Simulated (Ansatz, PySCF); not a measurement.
Ga(F)(NH2)2 (FGaH4N2), SMILES [NH2][Ga]([NH2])[F]. Atoms are numbered in the order given.

```xyz
8

Ga     0.0000     0.0000     0.0314
F      0.0000     0.0000     1.7887
N     -1.6213    -0.0118    -0.7560
H     -1.7538    -0.2371    -1.7333
H     -2.4535    -0.2001    -0.2112
N      1.6213     0.0118    -0.7560
H      1.7538     0.2371    -1.7333
H      2.4535     0.2001    -0.2112
```
Charge 0, spin multiplicity 1.

The structure is a stationary point at PBE0-D3(BJ)/def2-SVP. The structure was generated by enumeration; whether it is a known compound was not checked. One conformer was computed; it need not be the lowest.

Two levels are set side by side: PBE-D3(BJ)/def2-SVP (Ansatz, an electronic-structure program) and PBE0-D3(BJ)/def2-SVP (Ansatz). Each level has its own optimised geometry; the coordinates shown are those of the second. Frequencies come from the Hessian of PySCF at each geometry. Differences are taken from unrounded values.

| quantity | PBE0-D3(BJ) |
|---|---|
| mean bond length (Å) | 1.344 |
| bond Ga1–F2 (Å) | 1.757 |
| bond Ga1–N3 (Å) | 1.802 |
| bond Ga1–N6 (Å) | 1.802 |
| bond N3–H4 (Å) | 1.012 |
| bond N3–H5 (Å) | 1.012 |
| bond N6–H7 (Å) | 1.012 |
| bond N6–H8 (Å) | 1.012 |
| highest harmonic wavenumber (cm⁻¹) | 3739 |
| mean harmonic wavenumber (cm⁻¹) | 1280 |
| zero-point energy (kcal/mol) | 32.93 |

### Question
What does PBE-D3(BJ) give, and how far is it from PBE0-D3(BJ)? (An estimate is asked for; the answer gives what the named calculation found.)

### Answer

| quantity | PBE-D3(BJ) | PBE-D3(BJ) minus PBE0-D3(BJ) |
|---|---|---|
| mean bond length (Å) | 1.360 | 0.016 |
| bond Ga1–F2 (Å) | 1.775 | 0.018 |
| bond Ga1–N3 (Å) | 1.826 | 0.024 |
| bond Ga1–N6 (Å) | 1.826 | 0.024 |
| bond N3–H4 (Å) | 1.023 | 0.011 |
| bond N3–H5 (Å) | 1.023 | 0.011 |
| bond N6–H7 (Å) | 1.023 | 0.011 |
| bond N6–H8 (Å) | 1.023 | 0.011 |
| highest harmonic wavenumber (cm⁻¹) | 3589 | -150 |
| mean harmonic wavenumber (cm⁻¹) | 1245 | -35 |
| zero-point energy (kcal/mol) | 32.04 | -0.89 |

GGA bonds tend to be longer and softer than those of functionals with exact exchange. Differences between two approximate levels are no errors against the true value.
